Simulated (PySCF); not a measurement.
Checking a proposed structure

A compound C10H16 gives the data below (simulated from a calculation) and was assigned the structure `CC1=CC[C@@H]2C[C@H]1C2(C)C`.

13C{1H} NMR (computed): δ 43.3 (CH), 36.0 (CH), 33.9 (CH2), 32.5 (CH2), 32.2 (CH2), 29.0 (CH2), 24.9 (CH2), 23.1 (C), 21.9 (CH2), 17.2 (CH2).

1H NMR (500 MHz, computed): δ 2.23 (m, 1H), 2.17 (m, 1H), 2.11 (m, 1H), 2.08 (m, 1H), 2.05 (m, 1H), 2.01 (m, 1H), 1.97 (m, 1H), 1.91 (m, 1H), 1.78 (m, 1H), 1.75 (m, 1H), 1.74 (m, 1H), 1.69 (m, 1H), 1.28 (m, 1H), 0.54 (m, 1H), 0.34 (m, 1H), 0.08 (m, 1H).

PySCF 2.14 calculation with σ from GIAO-PBE/pcSseg-1 and coordinates at the PBE0-D3(BJ)/def2-SVP level; gas phase, no relativistic terms, one conformer.

Scale: 1H (31.20 ppm), 13C (180.03 ppm) against TMS (reference shieldings calculated alike).

(1) Compare with the shifts computed for the proposed structure, pairing carbons in order of shift.

(2) Which isomer fits?

Results:

(1) Numbering as in the mapped SMILES `[CH3:1][C:2]1=[CH:3][CH2:4][C@@H:5]2[CH2:6][C@H:7]1[C:8]2([CH3:9])[CH3:10]`. Each H is labelled by its parent atom.

```
atom  computed for proposal  given list  difference
  C2                  153.9        43.3      +110.6
  C3                  123.7        36.0       +87.7
  C7                   50.0        33.9       +16.1
  C5                   43.8        32.5       +11.3
  C8                   40.4        32.2        +8.2
  C4                   36.7        29.0        +7.7
  C6                   34.1        24.9        +9.2
 C10                   28.5        23.1        +5.4
  C1                   26.4        21.9        +4.5
  C9                   22.0        17.2        +4.8
```

The rms difference is 45.4 ppm and the largest +110.6 ppm at C2 (fully substituted alkene carbon). The carbon types in order of shift don't match either: C, CH, CH, CH, C, CH2, CH2, CH3, CH3, CH3 for the proposal against CH, CH, CH2, CH2, CH2, CH2, CH2, C, CH2, CH2 in the data. The proposal doesn't fit.

(2) `InChI=1S/C10H16/c1-3-8(4-1)9-7-10(9)5-2-6-10/h8-9H,1-7H2/t9-/m0/s1`.

1. Carbon types of the structure: 1 × C, 2 × CH, 7 × CH2, which accounts for all hydrogens.
2. δC 36.0, 24.9, 23.1: three-membered-ring carbon.
3. δC 33.9, 32.5, 32.2, 29.0, 21.9, 17.2: sp3 CH2 in a ring; aliphatic region, no heteroatom directly attached.
4. δH 1.28: hydrogen on an sp3 CH in a ring; far from electronegative atoms and π systems.
5. δH 0.54, 0.34, 0.08: hydrogen on a three-membered-ring carbon; cyclopropane-type protons are shielded by the ring.

This is the structure that produced the data.

Shifts are as computed. Against solution values, carbons near 30 ppm lie about +2 ppm off and those near 130 ppm about +2 ppm. Of 1211 compounds with measured shifts, 218 miss one by over three times the rms of a fit or turn the order of signals round; such compounds aren't used in these exercises. Multiplicities follow the n + 1 count of equivalent neighbours, as no J values were calculated; m marks all less simple cases, F and P coupling included.
